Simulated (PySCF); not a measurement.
**Mayer bond orders and bond lengths**

C4H7NOSi.
Atom-mapped SMILES: `[CH3:1][c:2]1[cH:3][n:4][o:5][c:6]1[SiH3:7]` (hydrogens: H8, H9, H10 on C1; H11 on C3; H12, H13, H14 on Si7)

Geometry (GFN2-xTB, Å), atoms numbered from 1 in this order:
```xyz
14
C4H7NOSi angstrom
C     -1.2085   -1.3199    0.2017
C     -0.7696    0.0901    0.0437
C     -1.5857    1.2468    0.0238
N     -0.8688    2.3259   -0.1205
O      0.4215    1.9343   -0.1993
C      0.5019    0.5929   -0.1036
Si     2.2254   -0.1475   -0.1688
H     -1.4161   -1.5355    1.2499
H     -2.1201   -1.4966   -0.3661
H     -0.4340   -2.0001   -0.1425
H     -2.6521    1.3127    0.1070
H      3.0003    0.5997   -1.1546
H      2.0849   -1.5523   -0.5579
H      2.8203   -0.0508    1.1649
```

Bond orders from the PBE0/pcSseg-1 density (PySCF). Geometry: GFN2-xTB; no solvent, vibrations or thermal averaging.

(1) Where do the orders between heavy atoms depart from those drawn in the SMILES?

(2) Give the Mayer order of every bond, beside its length.

Answers

(1) The largest departure is 0.491, at O5–C6 (drawn aromatic, 1.009), counting aromatic bonds as 1.5. The bonds drawn aromatic range from 1.01 to 1.62.

(2) 
```
   bond  drawn as  length (Å)  Mayer order
  C1–C2    single       1.485        1.062
  C2–C3  aromatic       1.416        1.258
  C3–N4  aromatic       1.304        1.621
  N4–O5  aromatic       1.351        1.034
  O5–C6  aromatic       1.347        1.009
 C6–Si7    single       1.877        0.885
  C6–C2  aromatic       1.375        1.512
  C1–H8    single       1.090        0.944
  C1–H9    single       1.088        0.948
 C1–H10    single       1.087        0.946
 C3–H11    single       1.072        0.983
Si7–H12    single       1.460        0.944
Si7–H13    single       1.464        0.942
Si7–H14    single       1.464        0.939
```

By pair of heavy elements: C–C: lowest C1–C2 (1.062, 1.485 Å), highest C6–C2 (1.512, 1.375 Å).

Sum the orders of all bonds at each heavy atom with more than one neighbour and set the sums beside the valence in the SMILES.

C1 3.900 (drawn 4), C2 3.832 (drawn 4), C3 3.862 (drawn 4), N4 2.655 (drawn 3), O5 2.043 (drawn 2), C6 3.406 (drawn 4), Si7 3.710 (drawn 4). Orders between atoms that aren't bonded are not in these sums.

Mayer orders depend on the basis set.
